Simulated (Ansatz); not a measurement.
Program: Ansatz. Geometries: PBE0-D4/def2-TZVP. ΔE: electronic, gas phase. CBS: MP2 limit from def2 TZ/QZ plus the TZ coupled-cluster correction, frozen cores. This one scheme is used for every species. Functionals use def2-TZVPP. One conformer a species, not always the lowest.

Consider the ligand exchange at the Si–C bond: `O[SiH2]CBS` + `N[SiH3]` → `O[SiH2]N[SiH3]` + `CBS`.

```csv
level,ΔE (kJ/mol)
PBE0-D4,-58.7
PBE0,-59.6
```

Q: What does CCSD(T)/CBS give? (Best estimate.)

A: Ansatz gave: -64.3 kJ/mol. The listed levels differ from it by 5.6, 4.7 kJ/mol.

Largest T1 diagnostic among the species: 0.013.

In def2-TZVPP, CCSD(T) changes the Hartree–Fock value by +11.6 kJ/mol (the triples alone add +1.7 kJ/mol) and MP2 by +12.0 kJ/mol.
